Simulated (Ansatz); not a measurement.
Mo₃⁻. Charge -1, multiplicity 2. Geometry relaxed at PBE-D4/def2-TZVPD.

| atom | x (Å) | y (Å) | z (Å) |
| --- | --- | --- | --- |
| Mo1 | -0.761 | -1.053 | -0.034 |
| Mo2 | 0.074 | 0.842 | -0.988 |
| Mo3 | 0.687 | 0.212 | 1.022 |

In the def2 sets Mo takes a core potential; there is no spin–orbit coupling. The charge -1 doublet is spin-contaminated (final ⟨S²⟩ up to 1.14, 0.75 for a pure state). The relaxation made no stability test and no search for a lower SCF solution. The geometry of the doublet was relaxed on an unsound state (⟨S²⟩ 1.14, where a pure state has 0.75). The structure comes from a short search, and lower isomers may exist.

(1) Estimate the harmonic wavenumbers at UKS PBE-D4/def2-TZVPD (Ansatz, unscaled). Is this a minimum?

Results:

(1) 54i, 241, 423 cm⁻¹. No: 1 imaginary mode, a saddle point. Zero-point energy 4.0 kJ/mol. Hardware: 4 threads of Intel Xeon 6975P-C on a shared host. Wall time 13 s.
